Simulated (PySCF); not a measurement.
C4H11InO, singlet, geometry from GFN2-xTB (such geometries of metal compounds can be far from the true shape) (all electrons, no relativity); CASSCF(8,8)/STO-3G in PySCF.

The PySCF input:
```python
from pyscf import gto, scf, mcscf
import numpy

mol = gto.Mole()
mol.atom = '''
    In   -0.03661707    0.61358463   -0.09050781
    C     1.21198687    1.89503136   -1.42511511
    H     2.14085359    1.35137386   -1.57424848
    H     1.40156535    2.85452629   -0.95037441
    H     0.70689334    2.04945644   -2.37543439
    C    -1.93518543    0.69418553    1.12437587
    H    -1.85291796   -0.04134778    1.92217631
    H    -2.78529089    0.45706696    0.48838883
    H    -2.06094078    1.68824053    1.54337530
    O     1.03997641   -1.06470058    0.12461775
    C     0.65862716   -2.26992761    0.70960900
    C    -0.52864798   -2.92110517    0.00297888
    H     1.52421474   -2.94698124    0.65470031
    H     0.41228104   -2.13434899    1.77532603
    H    -0.28882304   -3.07426931   -1.04730328
    H    -0.76571730   -3.87906139    0.46073654
    H    -1.39837631   -2.26180203    0.06950569
'''
mol.basis = 'sto-3g'
mol.verbose = 4
mol.build()

mf = scf.RHF(mol)
mf.kernel()
mc = mcscf.CASSCF(mf, 8, 8)
mc.fix_spin_(ss=0.0)
mc.kernel()
occ = numpy.linalg.eigvalsh(mc.fcisolver.make_rdm1(mc.ci, mc.ncas, mc.nelecas))[::-1]
ss = mc.fcisolver.spin_square(mc.ci, mc.ncas, mc.nelecas)[0]
print('natural occupations', occ.round(4), ' <S^2>', round(ss, 4))
```

What the program printed (banner, timings and long lists left out):

```
PySCF version 2.14.0

[INPUT] verbose = 4
[INPUT] num. atoms = 17
[INPUT] num. electrons = 92
[INPUT] charge = 0
[INPUT] spin (= nelec alpha-beta = 2S) = 0
[INPUT] symmetry False subgroup None
[INPUT] Mole.unit = angstrom
[INPUT] Symbol           X                Y                Z      unit          X                Y                Z       unit  Magmom
[...]
nuclear repulsion = 586.222839681514
number of shells = 37
number of NR pGTOs = 189
number of NR cGTOs = 63
basis = sto-3g
ecp = {}

******** <class 'pyscf.scf.hf.RHF'> ********
method = RHF
initial guess = minao
damping factor = 0
level_shift factor = 0
DIIS = <class 'pyscf.scf.diis.CDIIS'>
diis_start_cycle = 1
diis_space = 8
diis_damp = 0
SCF conv_tol = 1e-09
SCF conv_tol_grad = None
SCF max_cycles = 50
direct_scf = True
direct_scf_tol = 1e-13
Set gradient conv threshold to 3.16228e-05
Initial guess from minao.
init E= -5897.55901180226
[...]
cycle= 1 E= -5912.55186237481  delta_E=  -15  |g|= 0.702  |ddm|= 4.66
[...]
cycle= 2 E= -5912.74692144761  delta_E= -0.195  |g|= 0.283  |ddm|= 1.45
[...]
cycle= 3 E= -5912.77524598461  delta_E= -0.0283  |g|= 0.0665  |ddm|= 0.483
[...]
cycle= 4 E= -5912.77737913165  delta_E= -0.00213  |g|= 0.0113  |ddm|= 0.124
[...]
cycle= 5 E= -5912.77748531998  delta_E= -0.000106  |g|= 0.00275  |ddm|= 0.0335
[...]
cycle= 6 E= -5912.77749280813  delta_E= -7.49e-06  |g|= 0.000947  |ddm|= 0.00842
[...]
cycle= 7 E= -5912.77749392826  delta_E= -1.12e-06  |g|= 0.000254  |ddm|= 0.00385
[...]
cycle= 8 E= -5912.7774940174  delta_E= -8.91e-08  |g|= 8.38e-05  |ddm|= 0.0011
[...]
cycle= 9 E= -5912.77749402667  delta_E= -9.27e-09  |g|= 2.24e-05  |ddm|= 0.000402
[...]
cycle= 10 E= -5912.77749402706  delta_E= -3.87e-10  |g|= 5.39e-06  |ddm|= 8.6e-05
[...]
Extra cycle  E= -5912.7774940271  delta_E= -4.09e-11  |g|= 2.21e-06  |ddm|= 1.19e-05
converged SCF energy = -5912.7774940271

******** <class 'pyscf.mcscf.mc1step.CASSCF'> ********
CAS (4e+4e, 8o), ncore = 42, nvir = 13
max_cycle_macro = 50
max_cycle_micro = 4
conv_tol = 1e-07
conv_tol_grad = None
orbital rotation max_stepsize = 0.02
orbital rotation threshold for CI restart = 0.01
augmented hessian ah_max_cycle = 30
augmented hessian ah_conv_tol = 1e-12
augmented hessian ah_linear dependence = 1e-14
augmented hessian ah_level shift = 1e-08
augmented hessian ah_start_tol = 2.5
augmented hessian ah_start_cycle = 3
augmented hessian ah_grad_trust_region = 3
kf_trust_region = 3
kf_interval = 4
ci_response_space = 4
ci_grad_trust_region = 3
with_dep4 0
natorb = False
canonicalization = True
sorting_mo_energy = False
ao2mo_level = 2
internal_rotation = False
******** <class 'pyscf.fci.addons.SpinPenaltyFCISolver'> ********
max. cycles = 50
conv_tol = 1e-08
davidson only = True
linear dependence = 1e-12
level shift = 0.001
max iter space = 12
nroots = 1
pspace_size = 400
spin = None
CASCI E = -5912.80678646037  S^2 = 0.0000000
Set conv_tol_grad to 0.000316228
macro iter   1 ( 21 JK    4 micro), CASSCF E = -5912.82368485937  dE = -1.68983990e-02  S^2 = 0.0000000
               |grad[o]|=0.0337  |grad[c]|=0.0849  |ddm|=0.0561  |maxRot[o]|=0.232
macro iter   2 ( 21 JK    4 micro), CASSCF E = -5912.83082755348  dE = -7.14269411e-03  S^2 = 0.0000000
               |grad[o]|=0.0254  |grad[c]|=0.0205  |ddm|=0.0131  |maxRot[o]|=0.158
macro iter   3 ( 20 JK    4 micro), CASSCF E = -5912.83405063289  dE = -3.22307941e-03  S^2 = 0.0000000
               |grad[o]|=0.0153  |grad[c]|=0.00818  |ddm|=0.00773  |maxRot[o]|=0.122
macro iter   4 ( 20 JK    4 micro), CASSCF E = -5912.83467757743  dE = -6.26944533e-04  S^2 = 0.0000000
               |grad[o]|=0.00808  |grad[c]|=0.0157  |ddm|= 0.01  |maxRot[o]|=0.0366
macro iter   5 ( 21 JK    4 micro), CASSCF E = -5912.83468857456  dE = -1.09971343e-05  S^2 = 0.0000000
               |grad[o]|=0.00628  |grad[c]|=0.011  |ddm|=0.00603  |maxRot[o]|=0.0213
macro iter   6 ( 21 JK    4 micro), CASSCF E = -5912.83470670481  dE = -1.81302494e-05  S^2 = 0.0000000
               |grad[o]|=0.00603  |grad[c]|=0.0123  |ddm|=0.00908  |maxRot[o]|=0.0213
macro iter   7 ( 21 JK    4 micro), CASSCF E = -5912.83477314741  dE = -6.64426007e-05  S^2 = 0.0000000
               |grad[o]|=0.00593  |grad[c]|=0.015  |ddm|=0.0126  |maxRot[o]|=0.0256
macro iter   8 ( 21 JK    4 micro), CASSCF E = -5912.83488191747  dE = -1.08770060e-04  S^2 = 0.0000000
               |grad[o]|=0.00578  |grad[c]|=0.0187  |ddm|=0.0171  |maxRot[o]|=0.0205
macro iter   9 ( 21 JK    4 micro), CASSCF E = -5912.83510792996  dE = -2.26012492e-04  S^2 = 0.0000000
               |grad[o]|=0.00563  |grad[c]|=0.0204  |ddm|=0.0192  |maxRot[o]|=0.021
macro iter  10 ( 21 JK    4 micro), CASSCF E = -5912.83534920460  dE = -2.41274643e-04  S^2 = 0.0000000
               |grad[o]|=0.00526  |grad[c]|=0.0202  |ddm|=0.0191  |maxRot[o]|=0.0208
macro iter  11 ( 21 JK    4 micro), CASSCF E = -5912.83553961263  dE = -1.90408023e-04  S^2 = 0.0000000
               |grad[o]|=0.00478  |grad[c]|=0.018  |ddm|=0.0172  |maxRot[o]|=0.0177
macro iter  12 ( 21 JK    4 micro), CASSCF E = -5912.83566900238  dE = -1.29389755e-04  S^2 = 0.0000000
               |grad[o]|=0.00423  |grad[c]|=0.0161  |ddm|=0.0161  |maxRot[o]|=0.0145
macro iter  13 ( 21 JK    4 micro), CASSCF E = -5912.83574914749  dE = -8.01451042e-05  S^2 = 0.0000000
               |grad[o]|=0.00379  |grad[c]|=0.0145  |ddm|=0.015  |maxRot[o]|=0.011
macro iter  14 ( 21 JK    4 micro), CASSCF E = -5912.83579624303  dE = -4.70955483e-05  S^2 = 0.0000000
               |grad[o]|=0.0035  |grad[c]|=0.0134  |ddm|=0.0143  |maxRot[o]|=0.0078
macro iter  15 ( 21 JK    4 micro), CASSCF E = -5912.83582367157  dE = -2.74285385e-05  S^2 = 0.0000000
               |grad[o]|=0.00332  |grad[c]|=0.0127  |ddm|=0.014  |maxRot[o]|=0.00532
macro iter  16 ( 21 JK    4 micro), CASSCF E = -5912.83584009973  dE = -1.64281591e-05  S^2 = 0.0000000
               |grad[o]|=0.00323  |grad[c]|=0.0122  |ddm|=0.0137  |maxRot[o]|=0.00361
macro iter  17 ( 21 JK    4 micro), CASSCF E = -5912.83585034176  dE = -1.02420245e-05  S^2 = 0.0000000
               |grad[o]|=0.00318  |grad[c]|=0.0119  |ddm|=0.0135  |maxRot[o]|=0.00246
macro iter  18 ( 21 JK    4 micro), CASSCF E = -5912.83585692874  dE = -6.58698264e-06  S^2 = 0.0000000
               |grad[o]|=0.00314  |grad[c]|=0.0117  |ddm|=0.0134  |maxRot[o]|=0.00169
macro iter  19 ( 21 JK    4 micro), CASSCF E = -5912.83586127100  dE = -4.34226149e-06  S^2 = 0.0000000
               |grad[o]|=0.00312  |grad[c]|=0.0116  |ddm|=0.0133  |maxRot[o]|=0.00117
macro iter  20 ( 21 JK    4 micro), CASSCF E = -5912.83586417407  dE = -2.90307162e-06  S^2 = 0.0000000
               |grad[o]|=0.00311  |grad[c]|=0.0115  |ddm|=0.0133  |maxRot[o]|=0.000808
macro iter  21 ( 21 JK    4 micro), CASSCF E = -5912.83586614062  dE = -1.96655037e-06  S^2 = 0.0000000
               |grad[o]|=0.0031  |grad[c]|=0.0114  |ddm|=0.0133  |maxRot[o]|=0.000558
macro iter  22 ( 21 JK    4 micro), CASSCF E = -5912.83586747807  dE = -1.33745016e-06  S^2 = 0.0000000
               |grad[o]|=0.00309  |grad[c]|=0.0114  |ddm|=0.0132  |maxRot[o]|=0.000386
macro iter  23 ( 21 JK    4 micro), CASSCF E = -5912.83586839305  dE = -9.14976226e-07  S^2 = 0.0000000
               |grad[o]|=0.00308  |grad[c]|=0.0113  |ddm|=0.0132  |maxRot[o]|=0.000267
macro iter  24 ( 21 JK    4 micro), CASSCF E = -5912.83586901969  dE = -6.26636393e-07  S^2 = 0.0000000
               |grad[o]|=0.00308  |grad[c]|=0.0113  |ddm|=0.0132  |maxRot[o]|=0.000184
macro iter  25 ( 21 JK    4 micro), CASSCF E = -5912.83586945193  dE = -4.32240086e-07  S^2 = 0.0000000
               |grad[o]|=0.00308  |grad[c]|=0.0113  |ddm|=0.0132  |maxRot[o]|=0.000128
macro iter  26 ( 21 JK    4 micro), CASSCF E = -5912.83586975048  dE = -2.98558916e-07  S^2 = 0.0000000
               |grad[o]|=0.00308  |grad[c]|=0.0113  |ddm|=0.0132  |maxRot[o]|=8.84e-05
macro iter  27 ( 21 JK    4 micro), CASSCF E = -5912.83586995664  dE = -2.06154255e-07  S^2 = 0.0000000
               |grad[o]|=0.00308  |grad[c]|=0.0113  |ddm|=0.0132  |maxRot[o]|=6.11e-05
macro iter  28 ( 21 JK    4 micro), CASSCF E = -5912.83587009923  dE = -1.42594217e-07  S^2 = 0.0000000
               |grad[o]|=0.00308  |grad[c]|=0.0113  |ddm|=0.0132  |maxRot[o]|=4.22e-05
macro iter  29 ( 21 JK    4 micro), CASSCF E = -5912.83587019751  dE = -9.82799975e-08  S^2 = 0.0000000
               |grad[o]|=0.00308  |grad[c]|=0.0113  |ddm|=0.0132  |maxRot[o]|=2.91e-05
macro iter  30 ( 17 JK    4 micro), CASSCF E = -5912.83617695490  dE = -3.06757392e-04  S^2 = 0.0000000
               |grad[o]|=0.00307  |grad[c]|=0.00828  |ddm|=0.0139  |maxRot[o]|=0.0689
macro iter  31 ( 19 JK    4 micro), CASSCF E = -5912.83621179493  dE = -3.48400226e-05  S^2 = 0.0000000
               |grad[o]|=0.00209  |grad[c]|=0.00559  |ddm|=0.00961  |maxRot[o]|=0.0134
macro iter  32 ( 14 JK    4 micro), CASSCF E = -5912.83625258736  dE = -4.07924317e-05  S^2 = 0.0000000
               |grad[o]|=0.00186  |grad[c]|=0.00371  |ddm|=0.00536  |maxRot[o]|=0.0148
macro iter  33 ( 11 JK    4 micro), CASSCF E = -5912.83628840818  dE = -3.58208172e-05  S^2 = 0.0000000
               |grad[o]|=0.00139  |grad[c]|=0.0024  |ddm|=0.0045  |maxRot[o]|=0.0193
macro iter  34 (  4 JK    1 micro), CASSCF E = -5912.83631695827  dE = -2.85500955e-05  S^2 = 0.0000000
               |grad[o]|=0.000977  |grad[c]|=0.00237  |ddm|=0.00335  |maxRot[o]|=0.0315
macro iter  35 (  6 JK    2 micro), CASSCF E = -5912.83631752788  dE = -5.69604708e-07  S^2 = 0.0000000
               |grad[o]|=0.000291  |grad[c]|=0.000133  |ddm|=0.000906  |maxRot[o]|=0.00444
macro iter  36 (  3 JK    1 micro), CASSCF E = -5912.83631753667  dE = -8.79572326e-09  S^2 = 0.0000000
               |grad[o]|=6.23e-05  |grad[c]|=4.1e-05  |ddm|=0.000101  |maxRot[o]|=0.000207
1-step CASSCF converged in  36 macro (681 JK 136 micro) steps
CASSCF canonicalization
Density matrix diagonal elements [1.97175771 1.96330375 1.96101611 1.96215101 0.04052526 0.05218363
 0.02918277 0.01987975]
CASSCF energy = -5912.83631753667
CASCI E = -5912.83631753667  E(CI) = -11.6088741552840  S^2 = 0.0000000
natural occupations [1.9764 1.9717 1.9627 1.959  0.0541 0.0299 0.0269 0.0192]  <S^2> 0.0
```
